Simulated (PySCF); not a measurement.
**Rh: excitation energy**

Rh [Kr] 4d8 5s1 (4F) → Rh [Kr] 4d8 5p1 (high-spin determinant), as a difference of total energies. Calculation: PySCF 2.14, in x2c-QZVPPall; the spin-free X2C one-electron Hamiltonian (Gaussian nucleus). Correlated levels: valence: [Kr] frozen; valence and next inner shell: [Ar] 3d10 frozen. The calculations carry no spin-orbit coupling.

```json
{"method": "UHF", "excitation energy (eV)": "3.014"}
{"method": "LDA", "excitation energy (eV)": "3.791"}
{"method": "PBE", "excitation energy (eV)": "3.622"}
{"method": "r2SCAN", "excitation energy (eV)": "3.617"}
{"method": "r2SCANh", "excitation energy (eV)": "3.586"}
{"method": "wB97M-V", "excitation energy (eV)": "3.399"}
{"method": "MP2 (valence)", "excitation energy (eV)": "3.580"}
{"method": "SCS-MP2 (valence)", "excitation energy (eV)": "3.457"}
{"method": "MP2 (valence and next inner shell)", "excitation energy (eV)": "3.721"}
{"method": "SCS-MP2 (valence and next inner shell)", "excitation energy (eV)": "3.572"}
```

Task: Estimate what PBE0 gives.

Result: 3.508 eV, closest to SCS-MP2 (valence) among the rows shown.

Task: Estimate what BHandHLYP gives.

Result: 3.440 eV, closest to SCS-MP2 (valence) among the rows shown.

A first-order spin-orbit estimate (lowest level to lowest level, LS coupling) adds 0.020 eV.

The basis was made for the ground configuration and has no added diffuse functions, so the excitation energy can come out too high.

The determinant of the upper state mixes LS terms, which raises its energy above the lowest term, most at the Hartree-Fock and MP2 levels.
